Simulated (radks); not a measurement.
Effect of the nuclear size on neutral barium, [Xe] 6s2. Method: Dirac Kohn-Sham, BLYP, spin-unpolarised, spherical densities, finite nucleus; Fermi nuclear charge, rms radius 4.8378 fm; computed with a radial shooting solver on a logarithmic mesh with Libxc functionals. The rms radius is varied about that value; shifts are against it.

rms radius (fm),total energy shift (eV),density at nucleus (e/bohr^3),1s1/2 shift (meV),2s1/2 shift (meV),4p1/2 shift (meV),5s1/2 shift (meV),5p1/2 shift (meV)
4.1557,-2.20,3.325e+05,-918,-110,0.431,-0.681,0.168
4.6395,-0.669,3.255e+05,-278,-33.5,0.131,-0.207,0.051
4.8378,0,3.229e+05,0.000,0.000,0.000,0.000,0.000
5.1232,1.00,3.193e+05,417,50.1,-0.196,0.310,-0.076
5.6215,2.86,3.136e+05,1190,143,-0.560,0.884,-0.218

Slopes of the eigenvalues against <r^2> in GHz/fm^2, as finite differences over the two radii next to the reference (eigenvalue slopes, not the field-shift constants of lines): 1s1/2 35600, 2s1/2 4280, 4p1/2 -16.7, 5s1/2 26.4, 5p1/2 -6.52.
